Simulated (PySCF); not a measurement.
**A small calculation by hand: dipole moment from atomic charges**

Br2GaHO, SMILES [OH][Ga]([Br])[Br]. Atoms are numbered in the order given.

```xyz
5

Ga     0.5588     0.0066     0.0000
Br    -0.5639    -1.9701     0.0000
Br    -0.5406     1.9792     0.0000
O      2.3258     0.0392     0.0000
H      2.7294    -0.8364     0.0000
```
Charge 0, spin multiplicity 1.

Geometry: PBE0-D3(BJ)/def2-SVP. The structure was generated by enumeration; whether it is a known compound was not checked. The values are those of a single conformer.

Charges (e) from B3LYP/def2-TZVP (PySCF):

```json
[
 {"atom": "Ga1", "Mulliken": "0.613", "IAO": "0.803"},
 {"atom": "Br2", "Mulliken": "-0.220", "IAO": "-0.227"},
 {"atom": "Br3", "Mulliken": "-0.204", "IAO": "-0.203"},
 {"atom": "O4", "Mulliken": "-0.504", "IAO": "-0.740"},
 {"atom": "H5", "Mulliken": "0.315", "IAO": "0.367"}
]
```

The dipole moment of the full density is 1.31 D.

Q: What dipole moment does each set of point charges give, and which comes closer to that of the density?

A: 
μ = Σ q r, and 1 e Å = 4.8032 D.
Mulliken: Σ q r = (0.264, -0.250, 0.000) e Å, |μ| = 1.75 D.
IAO: Σ q r = (-0.033, -0.285, 0.000) e Å, |μ| = 1.38 D.
IAO comes closer in size. Point charges leave out the atoms' own dipoles (lone pairs, polarised bonds); fits to the potential absorb them, partitions of the density don't.
